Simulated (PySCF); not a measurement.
Compound: C7H9N.
Numbering: `[H]/[N:2]=[CH:3]/[C@:4]12[CH2:5][C@@H:6]3[C@H:7]([CH2:8]1)[C@H:9]23`

Cartesian coordinates in Å at the GFN2-xTB level; atoms count from 1:
```xyz
17
C7H9N angstrom
H      3.473    1.044    0.367
N      2.476    1.103    0.173
C      1.847    0.016    0.216
C      0.396   -0.023   -0.022
C     -0.252   -1.103   -0.913
C     -1.482   -0.930   -0.046
C     -1.577    0.546    0.303
C     -0.410    1.239   -0.370
C     -0.671   -0.361    1.078
H      2.295   -0.963    0.451
H     -0.331   -0.868   -1.975
H      0.204   -2.083   -0.784
H     -2.330   -1.592    0.009
H     -2.497    0.999    0.630
H     -0.501    1.484   -1.428
H     -0.060    2.106    0.183
H     -0.586   -0.601    2.119
```

Probes without a nucleus sit at each ring's centroid and 1 Å off its mean plane on both sides; NICS is minus the shielding there, NICSzz its component along the normal. Level: GIAO PBE0/pcSseg-1 (PySCF, non-relativistic, gas phase) on the GFN2-xTB geometry, one conformer.

Ring bond lengths (Å), with Mayer bond orders in brackets: C4–C5 1.543 (0.96), C5–C6 1.515 (0.97), C6–C9 1.498 (0.89), C9–C4 1.569 (0.87); C4–C8 1.538 (0.96), C8–C7 1.515 (0.97), C7–C9 1.498 (0.89), C9–C4 1.569 (0.87); C6–C7 1.520 (0.93), C7–C9 1.498 (0.89), C9–C6 1.498 (0.89).

**Question.** What do the NICS probes read (ppm)?

**Answer.** 
```csv
ring,type,NICS(0),"NICS(1), two faces","NICS(1)zz, two faces",rms pucker (Å),"centre to ring atoms, mean (Å)"
C4–C5–C6–C9,4-membered carbocycle; formal bonds all single,-7.5,-10.2 / -0.1,-6.1 / 2.4,0.14,1.07
C4–C8–C7–C9,4-membered carbocycle; formal bonds all single,-8.7,-9.9 / -0.8,-5.7 / 2.2,0.14,1.07
C6–C7–C9,3-membered carbocycle; formal bonds all single,-39.8,-9.8 / -8.1,-27.6 / -29.3,0.00,0.87
```

**Question.** What do they say, and how far can they be read as aromaticity?

**Answer.** 
- C4–C5–C6–C9: mean NICS(1)zz -1.9 ppm, near zero. C4, C5, C6, C9 have four or more neighbours, and the NICS criterion for π rings isn't applied. The two faces differ by 8.5 ppm, so no symmetry operation interchanges them.
- C4–C8–C7–C9: mean NICS(1)zz -1.8 ppm, near zero. C4, C7, C8, C9 have four or more neighbours; no verdict on aromaticity is drawn. The two faces differ by 7.9 ppm, so no symmetry operation interchanges them.
- C6–C7–C9: mean NICS(1)zz -28.5 ppm, shielded. C6, C7, C9 have four or more neighbours, and the NICS criterion for π rings isn't applied. NICS(0) lies 31 ppm below the mean NICS(1).

**Question.** What is the mean of the two in-plane components of NICS at the second NICS(1) probe listed for ring C4–C8–C7–C9, 1 Å off the ring?

**Answer.** The isotropic value is a third of the trace: (3 × -0.8 − (2.2))/2 = -2.3 ppm.

**Question.** How shielded are the nuclei of the rings and their hydrogens (means over atoms taken as equivalent)?

**Answer.** 
| atoms | environment | σ isotropic (ppm) | principal values of the symmetric part, first atom (ppm) |
| --- | --- | --- | --- |
| C4 | sp3 carbon at a ring junction | 131.2 | 103.8, 131.1, 158.8 |
| C5 (×2) | four-membered-ring carbon | 149.1 | 129.2, 153.5, 159.3 |
| C6 (×2) | sp3 carbon at a ring junction | 168.6 | 134.3, 158.3, 211.3 |
| C9 | sp3 carbon at a ring junction | 148.2 | 96.0, 138.0, 210.6 |
| H11 (×2) | methylene hydrogen | 29.98 | 25.2, 27.0, 37.5 |
| H12 (×2) | methylene hydrogen | 28.85 | 26.1, 27.4, 33.8 |
| H13 (×2) | methine hydrogen | 29.99 | 24.1, 26.5, 39.3 |
| H17 | methine hydrogen | 28.65 | 24.7, 25.9, 35.4 |
